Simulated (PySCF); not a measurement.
C₃H₈N (SMILES [CH2]N(C)C), doublet, at a GFN2-xTB geometry, with bond 10-4 at 2.0 times its length; PySCF with HF/6-31G.

Here is a job for PySCF.
```python
from pyscf import gto, scf

mol = gto.M(
    atom='''
C    -0.162314    1.226258    0.726735
N     0.036100    0.169487   -0.150001
C     1.234252   -0.611549    0.013625
C    -1.119479   -0.597079   -0.536488
H    -1.074786    1.778607    0.600837
H     0.717812    1.767587    1.019802
H     1.148096   -1.345478    0.827618
H     2.070588    0.049193    0.232021
H     1.441663   -1.150364   -0.912875
H    -2.796948    0.745000   -0.882689
H    -0.901036   -1.135962   -1.460410
H    -1.411581   -1.329741    0.229371
''',
    basis='6-31g',
    charge=0,
    spin=1,
    verbose=4,
)

mf = scf.UHF(mol)
mf.level_shift = 0.1
mf.max_cycle = 100
mf.kernel()
```

What the program printed (banner, timings and long lists left out):

```
PySCF version 2.14.0

[INPUT] verbose = 4
[INPUT] num. atoms = 12
[INPUT] num. electrons = 33
[INPUT] charge = 0
[INPUT] spin (= nelec alpha-beta = 2S) = 1
[INPUT] symmetry False subgroup None
[INPUT] Mole.unit = angstrom
[INPUT] Symbol           X                Y                Z      unit          X                Y                Z       unit  Magmom
[...]
nuclear repulsion = 128.247135160723
number of shells = 36
number of NR pGTOs = 120
number of NR cGTOs = 52
basis = 6-31g
ecp = {}

******** <class 'pyscf.scf.uhf.UHF'> ********
method = UHF
initial guess = minao
damping factor = 0
level_shift factor = 0.1
DIIS = <class 'pyscf.scf.diis.CDIIS'>
diis_start_cycle = 1
diis_space = 8
diis_damp = 0
SCF conv_tol = 1e-09
SCF conv_tol_grad = None
SCF max_cycles = 100
direct_scf = True
direct_scf_tol = 1e-13
number electrons alpha = 17  beta = 16
Set gradient conv threshold to 3.16228e-05
init E= -172.846144388047

cycle= 1 E= -172.247683153094  delta_E= 0.598  |g|= 0.356  |ddm|= 2.09
cycle= 2 E= -172.337973982575  delta_E= -0.0903  |g|= 0.164  |ddm|= 0.643
cycle= 3 E= -172.354318674724  delta_E= -0.0163  |g|= 0.0513  |ddm|= 0.168
cycle= 4 E= -172.361077263142  delta_E= -0.00676  |g|= 0.044  |ddm|= 0.126
cycle= 5 E= -172.366776072585  delta_E= -0.0057  |g|= 0.045  |ddm|=  0.1
cycle= 6 E= -172.363999705004  delta_E= 0.00278  |g|= 0.0462  |ddm|= 0.0427
cycle= 7 E= -172.363848977478  delta_E= 0.000151  |g|= 0.0458  |ddm|= 0.00398
cycle= 8 E= -172.361049373917  delta_E= 0.0028  |g|= 0.0435  |ddm|= 0.0551
cycle= 9 E= -172.35277566031  delta_E= 0.00827  |g|= 0.0416  |ddm|= 0.18
cycle= 10 E= -172.347886110123  delta_E= 0.00489  |g|= 0.0392  |ddm|= 0.156
cycle= 11 E= -172.344544350362  delta_E= 0.00334  |g|= 0.038  |ddm|= 0.131
cycle= 12 E= -172.344067825259  delta_E= 0.000477  |g|= 0.0357  |ddm|= 0.0265
cycle= 13 E= -172.336718098525  delta_E= 0.00735  |g|= 0.0538  |ddm|= 0.192
cycle= 14 E= -172.342293651829  delta_E= -0.00558  |g|= 0.0421  |ddm|= 0.125
cycle= 15 E= -172.344929693224  delta_E= -0.00264  |g|= 0.0365  |ddm|=  0.1
cycle= 16 E= -172.345792674797  delta_E= -0.000863  |g|= 0.0383  |ddm|= 0.03
cycle= 17 E= -172.348157654585  delta_E= -0.00236  |g|= 0.0361  |ddm|= 0.0516
cycle= 18 E= -172.350590644252  delta_E= -0.00243  |g|= 0.0344  |ddm|= 0.058
cycle= 19 E= -172.352106170546  delta_E= -0.00152  |g|= 0.0337  |ddm|= 0.0842
cycle= 20 E= -172.352043931393  delta_E= 6.22e-05  |g|= 0.0358  |ddm|= 0.0463
cycle= 21 E= -172.354256171857  delta_E= -0.00221  |g|= 0.0359  |ddm|= 0.0487
cycle= 22 E= -172.34252012874  delta_E= 0.0117  |g|= 0.0435  |ddm|= 0.263
cycle= 23 E= -172.337969697578  delta_E= 0.00455  |g|= 0.0445  |ddm|= 0.143
cycle= 24 E= -172.345168934392  delta_E= -0.0072  |g|= 0.0292  |ddm|= 0.203
cycle= 25 E= -172.326980589965  delta_E= 0.0182  |g|= 0.0751  |ddm|= 0.382
cycle= 26 E= -172.32677607093  delta_E= 0.000205  |g|= 0.0745  |ddm|= 0.0936
cycle= 27 E= -172.329746782725  delta_E= -0.00297  |g|= 0.0646  |ddm|= 0.0537
cycle= 28 E= -172.337273490741  delta_E= -0.00753  |g|= 0.044  |ddm|= 0.147
cycle= 29 E= -172.338680727775  delta_E= -0.00141  |g|= 0.0399  |ddm|= 0.0529
cycle= 30 E= -172.350989496518  delta_E= -0.0123  |g|= 0.0321  |ddm|= 0.283
cycle= 31 E= -172.330417246268  delta_E= 0.0206  |g|= 0.0554  |ddm|= 0.449
cycle= 32 E= -172.327201512073  delta_E= 0.00322  |g|= 0.0571  |ddm|= 0.0775
cycle= 33 E= -172.330975586861  delta_E= -0.00377  |g|= 0.047  |ddm|= 0.0799
cycle= 34 E= -172.333677929729  delta_E= -0.0027  |g|= 0.0472  |ddm|= 0.122
cycle= 35 E= -172.335839053312  delta_E= -0.00216  |g|= 0.0344  |ddm|= 0.162
cycle= 36 E= -172.341496149648  delta_E= -0.00566  |g|= 0.0272  |ddm|= 0.19
cycle= 37 E= -172.339624472539  delta_E= 0.00187  |g|= 0.0261  |ddm|= 0.103
cycle= 38 E= -172.33878515609  delta_E= 0.000839  |g|= 0.0236  |ddm|= 0.0846
cycle= 39 E= -172.339943123963  delta_E= -0.00116  |g|= 0.0228  |ddm|= 0.053
cycle= 40 E= -172.339468752327  delta_E= 0.000474  |g|= 0.0232  |ddm|= 0.0544
[...]
cycle= 51 E= -172.336674570531  delta_E= 0.0007  |g|= 0.0199  |ddm|= 0.0294
cycle= 52 E= -172.333499995102  delta_E= 0.00317  |g|= 0.0213  |ddm|= 0.117
cycle= 53 E= -172.334582171016  delta_E= -0.00108  |g|= 0.0239  |ddm|= 0.0633
cycle= 54 E= -172.337995158744  delta_E= -0.00341  |g|= 0.0225  |ddm|= 0.113
cycle= 55 E= -172.337298012026  delta_E= 0.000697  |g|= 0.0221  |ddm|= 0.032
cycle= 56 E= -172.336251401383  delta_E= 0.00105  |g|= 0.0227  |ddm|= 0.0362
cycle= 57 E= -172.33764932357  delta_E= -0.0014  |g|= 0.0195  |ddm|= 0.0781
cycle= 58 E= -172.337840974058  delta_E= -0.000192  |g|= 0.0195  |ddm|= 0.01
cycle= 59 E= -172.340786643073  delta_E= -0.00295  |g|= 0.021  |ddm|= 0.0916
cycle= 60 E= -172.333324225475  delta_E= 0.00746  |g|= 0.0232  |ddm|= 0.272
cycle= 61 E= -172.335661352466  delta_E= -0.00234  |g|= 0.0188  |ddm|= 0.0975
cycle= 62 E= -172.332838714702  delta_E= 0.00282  |g|= 0.0188  |ddm|= 0.105
cycle= 63 E= -172.333731336322  delta_E= -0.000893  |g|= 0.0185  |ddm|= 0.0358
cycle= 64 E= -172.333794752255  delta_E= -6.34e-05  |g|= 0.0186  |ddm|= 0.00296
cycle= 65 E= -172.335356995334  delta_E= -0.00156  |g|= 0.0196  |ddm|= 0.061
cycle= 66 E= -172.329227966251  delta_E= 0.00613  |g|= 0.0231  |ddm|= 0.227
cycle= 67 E= -172.339365590261  delta_E= -0.0101  |g|= 0.0245  |ddm|= 0.361
cycle= 68 E= -172.341488216892  delta_E= -0.00212  |g|= 0.0275  |ddm|= 0.0751
cycle= 69 E= -172.336549516607  delta_E= 0.00494  |g|= 0.0222  |ddm|= 0.161
cycle= 70 E= -172.33516337611  delta_E= 0.00139  |g|= 0.0238  |ddm|= 0.0744
cycle= 71 E= -172.336257718812  delta_E= -0.00109  |g|= 0.0253  |ddm|= 0.0434
cycle= 72 E= -172.336743963048  delta_E= -0.000486  |g|= 0.0255  |ddm|= 0.0183
cycle= 73 E= -172.335019034265  delta_E= 0.00172  |g|= 0.0239  |ddm|= 0.0664
cycle= 74 E= -172.331224816125  delta_E= 0.00379  |g|= 0.0256  |ddm|= 0.148
cycle= 75 E= -172.333976518772  delta_E= -0.00275  |g|= 0.0261  |ddm|= 0.105
cycle= 76 E= -172.340127940957  delta_E= -0.00615  |g|= 0.0336  |ddm|= 0.238
cycle= 77 E= -172.342845717117  delta_E= -0.00272  |g|= 0.0331  |ddm|= 0.0771
cycle= 78 E= -172.339958477844  delta_E= 0.00289  |g|= 0.0308  |ddm|= 0.11
cycle= 79 E= -172.335782976196  delta_E= 0.00418  |g|= 0.0247  |ddm|= 0.144
cycle= 80 E= -172.331528825047  delta_E= 0.00425  |g|= 0.0249  |ddm|= 0.15
cycle= 81 E= -172.329549008754  delta_E= 0.00198  |g|= 0.0261  |ddm|= 0.0718
cycle= 82 E= -172.325266030491  delta_E= 0.00428  |g|= 0.0301  |ddm|= 0.134
cycle= 83 E= -172.326444491648  delta_E= -0.00118  |g|= 0.027  |ddm|= 0.0406
cycle= 84 E= -172.325877822617  delta_E= 0.000567  |g|= 0.0297  |ddm|= 0.0328
cycle= 85 E= -172.324823326908  delta_E= 0.00105  |g|= 0.0324  |ddm|= 0.03
cycle= 86 E= -172.33229889142  delta_E= -0.00748  |g|= 0.0213  |ddm|= 0.241
cycle= 87 E= -172.341684507695  delta_E= -0.00939  |g|= 0.0296  |ddm|= 0.323
cycle= 88 E= -172.335116758439  delta_E= 0.00657  |g|= 0.0217  |ddm|= 0.218
cycle= 89 E= -172.334980913742  delta_E= 0.000136  |g|= 0.0209  |ddm|= 0.0235
cycle= 90 E= -172.33492052615  delta_E= 6.04e-05  |g|= 0.0205  |ddm|= 0.0107
cycle= 91 E= -172.335668106351  delta_E= -0.000748  |g|= 0.0211  |ddm|= 0.031
cycle= 92 E= -172.336431157707  delta_E= -0.000763  |g|= 0.0216  |ddm|= 0.0276
cycle= 93 E= -172.336705986198  delta_E= -0.000275  |g|= 0.0222  |ddm|= 0.0177
cycle= 94 E= -172.32262820349  delta_E= 0.0141  |g|= 0.037  |ddm|= 0.455
cycle= 95 E= -172.338044832579  delta_E= -0.0154  |g|= 0.0278  |ddm|= 0.506
cycle= 96 E= -172.34233575219  delta_E= -0.00429  |g|= 0.0317  |ddm|= 0.133
cycle= 97 E= -172.336264576321  delta_E= 0.00607  |g|= 0.0226  |ddm|= 0.198
cycle= 98 E= -172.337663793714  delta_E= -0.0014  |g|= 0.0236  |ddm|= 0.0503
cycle= 99 E= -172.337969735998  delta_E= -0.000306  |g|= 0.0242  |ddm|= 0.0318
cycle= 100 E= -172.339098627505  delta_E= -0.00113  |g|= 0.0265  |ddm|= 0.038
SCF not converged.
SCF energy = -172.339098627505 after 100 cycles  <S^2> = 0.84110345  2S+1 = 2.0891179
```

Convergence was not reached.
